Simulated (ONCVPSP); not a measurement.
## Ge (Z = 32): one change to an ONCV potential, before and after

- Element: germanium
- Generator: ONCVPSP 4.0.1
- Type: optimised norm-conserving Vanderbilt (ONCV)
- Functional: PBEsol
- Relativity: scalar-relativistic
- Frozen core: [Ne]
- Valence charge: 22
- Reference configuration: 3s2 3p6 3d10 4s2 4p2
- Partial waves: 3s+4s: rc 0.85 bohr, ncon 3, nbas 6, qcut 18.6 1/bohr, 2 projectors; 3p+4p: rc 1.15 bohr, ncon 4, nbas 7, qcut 13 1/bohr, 2 projectors; 3d: rc 0.85 bohr, ncon 4, nbas 8, qcut 16.5 1/bohr, local
- Local potential: the d channel
- Core correction: Teter function, fcfact 3, rcfact 1.45

Change: s: qcut 14.2; p: qcut 9.9; d: qcut 12.6.

Cutoffs: the cutoffs (Ha) at which the residual kinetic energy of the hardest occupied pseudo-wave falls to 1 and 0.1 mHa per electron; they do not see the model core or the augmentation charge, which bear on the density cutoff. Errors are all-electron minus pseudo energies relative to the spin-unpolarised reference configuration.

Problem. What does the change do?

Solution. The potential gets harder (121 Ha and 139 Ha → 312 Ha and 371 Ha); the bound ghost in s disappears; of the 4 tests that both files solve, the error grows in 0 and shrinks in 2 by more than 15 % and 0.3 meV (median size 2.8 → 1.9 meV); the range in which the s phases agree narrows (upper end at the end of the scan → 2.0); the range in which the d phases agree narrows (upper end 3.8 → 2.6).

| quantity | base | changed |
| --- | --- | --- |
| cutoff, loose | 121 Ha | 312 Ha |
| cutoff, tight | 139 Ha | 371 Ha |
| loose cutoff by channel | s 96 Ha, p 57 Ha, d 121 Ha | s 76 Ha, p 46 Ha, d 312 Ha |
| bound ghosts | s | none |
| GHOST(+) flags under 300 eV | none | s at 64.7 eV |
| error for 3s2 3p6 3d10 4s2 4p1, meV [ΔE 7.45 eV] | -0.6 | -0.6 |
| error for 3s2 3p6 3d10 4s2 4p0, meV [ΔE 22.90 eV] | -1.7 | -0.9 |
| error for 3s2 3p6 3d10 4s1 4p0, meV [ΔE 57.69 eV] | -3.8 | -2.8 |
| error for 3s2 3p6 3d9 4s2 4p3, meV [ΔE 29.62 eV] | -11 | -9.6 |
| s: phases at 0.86 bohr within 0.05 rad from the reference energy up to (Ha; the scan ends near 5) | to the end of the scan | 2.0 |
| p: phases at 1.17 bohr within 0.05 rad from the reference energy up to (Ha; the scan ends near 5) | to the end of the scan | to the end of the scan |
| d: phases at 0.86 bohr within 0.05 rad from the reference energy up to (Ha; the scan ends near 5) | 3.8 | 2.6 |
| rms error of d²Exc/dni dnj with the model core, mHa | 1.14 | 1.22 |

 A true bound ghost makes a file unfit for plane-wave use even where its test errors are small: the radial tests pick states by their node count and pass the ghost by.
